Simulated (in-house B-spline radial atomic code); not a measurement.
Radial electron density of Te VIII (Te7+), [Kr] (4d3/2)4 (4d5/2)5. Method: Dirac-Hartree-Fock, average of the jj configuration, Fermi nucleus of rms radius 4.7423 fm. Calculated with a radial B-spline atomic code at the basis-set limit.

Columns: r (bohr), 4πr²n(r) (electrons per bohr), bar.

```
 0.00101    1.859 #
 0.00122    2.581 #
 0.00148    3.592 ##
 0.00179    4.946 ###
 0.00217    6.789 ###
 0.00263    9.237 #####
 0.00319    12.46 ######
 0.00387     16.6 ########
 0.00469    21.75 ###########
 0.00568    27.98 ##############
 0.00688    35.23 ##################
 0.00834    43.26 ######################
  0.0101    51.46 ##########################
  0.0123    59.22 ##############################
  0.0149    65.02 #################################
   0.018    68.04 ###################################
  0.0218    67.83 ##################################
  0.0265    64.76 #################################
  0.0321    60.87 ###############################
  0.0389    59.13 ##############################
  0.0471    62.27 ################################
  0.0571    70.73 ####################################
  0.0692    80.97 #########################################
  0.0839    86.65 ############################################
   0.102     82.8 ##########################################
   0.123     71.9 #####################################
   0.149    62.23 ################################
   0.181    62.31 ################################
   0.219    69.65 ###################################
   0.266    71.62 ####################################
   0.322    59.11 ##############################
   0.391    38.19 ###################
   0.473    24.37 ############
   0.574    22.98 ############
   0.696    26.04 #############
   0.843    23.99 ############
    1.02    16.41 ########
    1.24    8.129 ####
     1.5    3.003 ##
    1.82   0.7742 
    2.21   0.1316 
    2.67   0.0144 
    3.24 0.0008048
```

On this grid the curve has 4 maxima, near 0.018, 0.0839, 0.266, 0.696 bohr.

The 4p3/2 radial function P(r) = rR(r), positive near the nucleus, with its small component Q(r) (sign convention: Q ≈ (P' + κP/r)/2c):

```json
{"r (bohr)": "0.00148", "P": "0.001678", "Q": "-0.0001608"}
{"r (bohr)": "0.00217", "P": "0.003493", "Q": "-0.0003351"}
{"r (bohr)": "0.00319", "P": "0.007248", "Q": "-0.000696"}
{"r (bohr)": "0.00469", "P": "0.01485", "Q": "-0.001429"}
{"r (bohr)": "0.00688", "P": "0.02976", "Q": "-0.002869"}
{"r (bohr)": "0.0101", "P": "0.0581", "Q": "-0.005624"}
{"r (bohr)": "0.0149", "P": "0.1098", "Q": "-0.0107"}
{"r (bohr)": "0.0218", "P": "0.1927", "Q": "-0.01904"}
{"r (bohr)": "0.0321", "P": "0.311", "Q": "-0.03159"}
{"r (bohr)": "0.0471", "P": "0.4305", "Q": "-0.04638"}
{"r (bohr)": "0.0692", "P": "0.4569", "Q": "-0.05693"}
{"r (bohr)": "0.102", "P": "0.2391", "Q": "-0.05147"}
{"r (bohr)": "0.149", "P": "-0.2491", "Q": "-0.02343"}
{"r (bohr)": "0.219", "P": "-0.6843", "Q": "0.01473"}
{"r (bohr)": "0.322", "P": "-0.4302", "Q": "0.03077"}
{"r (bohr)": "0.473", "P": "0.5608", "Q": "0.01277"}
{"r (bohr)": "0.696", "P": "1.268", "Q": "-0.01069"}
{"r (bohr)": "1.02", "P": "0.9708", "Q": "-0.01294"}
{"r (bohr)": "1.5", "P": "0.3313", "Q": "-0.004774"}
{"r (bohr)": "2.21", "P": "0.0423", "Q": "-0.0006193"}
{"r (bohr)": "3.24", "P": "0.001454", "Q": "-2.124e-05"}
```
